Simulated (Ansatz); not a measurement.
A structure relaxed at PBE0-D4/def2-TZVP, charge 0, multiplicity 1:

| atom | x (Å) | y (Å) | z (Å) |
| --- | --- | --- | --- |
| C1 | -1.1339 | -2.0847 | -0.3300 |
| C2 | -0.6268 | -0.9839 | -0.2613 |
| Ti3 | 0.2161 | 0.8433 | -0.1787 |
| O4 | 1.2127 | 0.8973 | 1.2630 |
| F5 | 1.1906 | 1.0599 | -1.6070 |
| Cl6 | -1.3830 | 2.3350 | -0.0882 |
| H7 | -1.5828 | -3.0508 | -0.3923 |
| H8 | 2.1070 | 0.9840 | 1.5945 |

Give its formula and SMILES.

C2H2ClFOTi, `C#[C][Ti]([OH])([F])[Cl]`.

Summarise the bond lengths by kind.

1 × C–C 1.214 Å; 1 × C–H 1.067 Å; 1 × C–Ti 2.014 Å; 1 × O–Ti 1.753 Å; 1 × F–Ti 1.743 Å; 1 × Cl–Ti 2.189 Å; 1 × H–O 0.958 Å.

Results of the Gaussian-basis code of Ansatz.
